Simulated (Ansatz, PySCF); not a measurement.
Gas-phase reaction in SMILES: [SiH3]c1ccoc1 -> C1=CO[SiH2]C=C1
Geometries: B3LYP-D3(BJ)/def2-TZVP minima from Ansatz (a quantum-chemistry and plane-wave program), one conformer each, not searched for the lowest. Frequencies are from Ansatz or PySCF. Unstable Hartree-Fock reference: [SiH3]c1ccoc1, C1=CO[SiH2]C=C1.

Property: isomerisation energy (enthalpy at 298 K, with B3LYP-D3(BJ) rigid-rotor harmonic-oscillator terms), in kJ/mol. Correlated levels leave the core frozen unless marked. No spin-orbit coupling. No relativistic terms. CBS marks a two-point X^-3 extrapolation of the correlation energy; Hartree-Fock from the larger set.

| level | program | isomerisation energy (kJ/mol) | minus last row |
|---|---|---|---|
| HF/STO-3G | Ansatz | 5.2 | 102.2 |
| BLYP-D3(BJ)/def2-TZVPD | Ansatz + dftd3 | -95.5 | 1.5 |
| B97M-V/def2-TZVPD | Ansatz | -95.6 | 1.4 |
| B3LYP/def2-TZVPD | Ansatz | -94.8 | 2.2 |
| PBE0/def2-TZVPD | Ansatz | -84.3 | 12.7 |
| BHLYP-D4/def2-TZVPD | Ansatz + dftd4 | -106.8 | -9.8 |
| PBE-QIDH/def2-TZVPD | Ansatz | -87.3 | 9.7 |
| RPA@PBE/cc-pV(Q+d)Z | Ansatz | -91.2 | 5.8 |
| RI-MP2/aug-cc-pV(Q+d)Z | Ansatz | -86.5 | 10.5 |
| SCS-MP2/aug-cc-pV(D+d)Z | Ansatz | -77.2 | 19.8 |
| CCSD/6-31G | Ansatz | -86.4 | 10.6 |
| CCSD/cc-pwCVTZ | Ansatz | -98.0 | -1.0 |
| CCSD/cc-pV(Q+d)Z | Ansatz | -100.2 | -3.2 |
| CCSD(T)/STO-3G | Ansatz | 24.9 | 121.9 |
| CCSD(T)/CBS(cc-pV(T+d)Z,cc-pV(Q+d)Z) | Ansatz | -97.0 | 0.0 |
